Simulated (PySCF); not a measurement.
A structure optimised at B3LYP-D3(BJ)/def2-SVP, used in a PySCF frequency run:

```xyz
13

C     -1.5415     1.7205     0.4271
C     -0.6772     0.8355    -0.0855
C      0.8121     1.0764    -0.3318
Si     1.4335    -0.6552     0.2546
Si    -0.8215    -1.0565    -0.2724
H     -2.5784     1.4504     0.6504
H     -1.2447     2.7529     0.6509
H      1.2171     1.9808     0.1504
H      1.0162     1.1514    -1.4165
H      1.7253    -0.6774     1.7175
H      2.5827    -1.2434    -0.4944
H     -1.7976    -1.7507     0.6163
H     -1.0491    -1.4937    -1.6837
```

Question: Write its SMILES and formula.

Answer: C=C1C[SiH2][SiH2]1, C₃H₈Si₂

Question: What are its rotational constants (standard atomic weights)?

Answer: 4.3742, 2.7461, 1.8826 GHz
